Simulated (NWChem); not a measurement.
# BH2O2Br; SMILES OB(O)Br

```xyz
6

B     -0.0199     0.9494     0.0000
Br     0.0522    -0.9871     0.0000
O     -1.2323     1.5312     0.0000
H     -1.1650     2.4935     0.0000
O      1.1166     1.6831     0.0000
H      1.9174     1.1498     0.0000
```
Atoms are numbered in this order, from 1.

Geometry: optimised at PBE0/def2-SVP.

Spin-orbit effects, on the heavy nuclei and on their neighbours, are missing.

Q: Give the principal values of the shielding tensors (ppm) of B1, Br2, O3, O5 from B3LYP/6-311G** (spherical d), GIAO (NWChem), with their diamagnetic and paramagnetic parts as GIAO splits them.

A: 
| atom | σ11 | σ22 | σ33 | isotropic | diamagnetic | paramagnetic |
|---|---|---|---|---|---|---|
| B1 | 66.3 | 77.4 | 79.3 | 74.3 | 201.5 | -127.2 |
| Br2 | 2262.7 | 2419.3 | 2949.5 | 2543.9 | 3123.5 | -579.6 |
| O3 | 120.4 | 257.8 | 263.4 | 213.9 | 383.2 | -169.3 |
| O5 | 85.0 | 218.0 | 266.9 | 190.0 | 385.4 | -195.4 |
